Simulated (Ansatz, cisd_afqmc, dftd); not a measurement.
Species: GeBr, charge 0, doublet. GeBr (SMILES [Br][Ge], doublet).
B3LYP-D3(BJ)/def2-TZVP minimum from Ansatz (a first-principles code):
```
Ge
Br 1 2.3528
```
Charge 0, spin multiplicity 2.

Quantity: atomisation energy (electronic, to ground-state atoms), in kcal/mol. Radicals and triplets start from unrestricted determinants; spin-orbit coupling is neglected. Cores are frozen in correlated methods (noble-gas shells, and filled d and f shells in the p block). No relativity. AFQMC is phaseless with a CISD trial state; ± is one standard error, without the phaseless bias. Outlying blocks are dropped, and bars are widened where a walk drifts. Over all cases where full CI ran beside it in this data, AFQMC minus full CI had a median of +0.1 mEh and passed +0.4 mEh in a tenth of the cases. CBS(X,Y): correlation extrapolated as X^-3, Hartree-Fock from the larger set (Q,5: extrapolated as (X+1)exp(-9√X)). A bracket is a step between two methods taken in the basis named. Double hybrids freeze cores in their MP2 part. Spin-orbit terms, left out, reach several kcal/mol for Br and I, and more for heavier atoms.

```csv
level,program,atomisation energy (kcal/mol),difference against the last row
PBE-D3(BJ)/def2-TZVPD,Ansatz + dftd3,90.5,6.2
r2SCAN-D4/def2-TZVPD,Ansatz + dftd4,88.2,3.9
B3LYP-D4/def2-TZVPD,Ansatz + dftd4,85.7,1.4
CAM-B3LYP-D4/def2-TZVPD,Ansatz + dftd4,83.4,-0.9
B2PLYP/def2-TZVPD,Ansatz,83.2,-1.1
B2GP-PLYP-D4/def2-TZVPD,Ansatz + dftd4,82.9,-1.4
"MP2/CBS(cc-pVQZ,cc-pV5Z)",Ansatz,86.1,1.8
CCSD/cc-pVDZ,Ansatz,69.7,-14.6
CCSD/cc-pVTZ,Ansatz,75.5,-8.8
CCSD/cc-pV5Z,Ansatz,79.5,-4.8
CCSD(T)/cc-pV5Z,Ansatz,82.9,-1.4
CCSDTQ/cc-pVDZ,Ansatz,72.2,-12.1
"CCSD(T)/CBS(cc-pVQZ,cc-pV5Z) + [AFQMC/CISD - CCSD(T)]/cc-pVDZ",Ansatz + cisd_afqmc,84.4 ± 0.2,0.1
"CCSD(T)/CBS(cc-pVQZ,cc-pV5Z) + [CCSDT(Q) - CCSD(T)]/cc-pVQZ + [CCSDTQ - CCSDT(Q)]/cc-pVDZ",Ansatz,84.3,0.0
```
